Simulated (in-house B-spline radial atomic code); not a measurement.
## RPA and G0W0 on wB97X: Li

Configuration [He] 2s1, highest spin, mean-field start wB97X. Computed with an all-electron radial atomic-structure program (B-spline basis): all electrons, scalar-relativistic (spin-free one-electron X2C), finite nucleus, each spin shell either full or empty, empty states to l = 9 with an (l + 1/2)⁻⁴ tail; G0W0 by contour deformation at full frequency.

RPA overbinds a lone outer s electron by self-correlation, and G0W0 tends to as well.

Command:
```bash
python run_gw.py task.json out
```
Settings (radii: box in bohr, nucleus in fm):
```
Z                        3
electrons                3
configuration            [He] 2s1
hamiltonian              x2c
method                   wb97x
lmax                     9
rms_radius               2.444
spin_polarised           True
box_radius               40
intervals                75
ion_configuration        1s2
```

Time taken, with all properties: 3.1 s on 1 thread of Arm Neoverse N1, with other jobs on the host.

Energies (hartree):

| term | value |
| --- | --- |
| mean-field total | -7.48306 |
| Hartree-Fock functional on these orbitals | -7.43238 |
| direct second order | -0.10368 |
| second-order exchange | 0.057617 |
| SOSEX correction | 0.052317 |

Problem. What is the RPA correlation energy, and what remains with SOSEX?

Solution. RPA gives -0.09454 hartree (-0.858 eV per electron); RPA + SOSEX gives -0.042223, and the second-order doubles -0.046063 hartree (no singles). SOSEX takes back 55 % of the RPA value.

Quasi-particle levels (eV):

| level | occupied | mean field | Σx - vxc | Σc | QP weight | G0W0 |
| --- | --- | --- | --- | --- | --- | --- |
| 2s up | yes | -5.313 | -0.02 | ? | ? | ? |

G0W0 = mean field + (Σx - vxc) + Σc, with Σc (partial-wave tail included) taken at the quasi-particle energy. Levels of low weight are left out.

Problem. Where does G0W0 put 2s up?

Solution. At -5.754 eV, with Σc = -0.42 eV and a quasi-particle weight of 0.952. The tabulated removal energy is 5.392 eV (NIST, measured).

Problem. What does it cost to remove one electron (to 1s2) by differences of total energies, each species on its own start (correlation terms add to the Hartree-Fock functional)?

Solution. wB97X 5.317 eV, Hartree-Fock functional 5.332 eV, + RPA 5.682 eV, + RPA + SOSEX 5.369 eV, + second order 5.376 eV. Tabulated: 5.392 eV (NIST, measured).
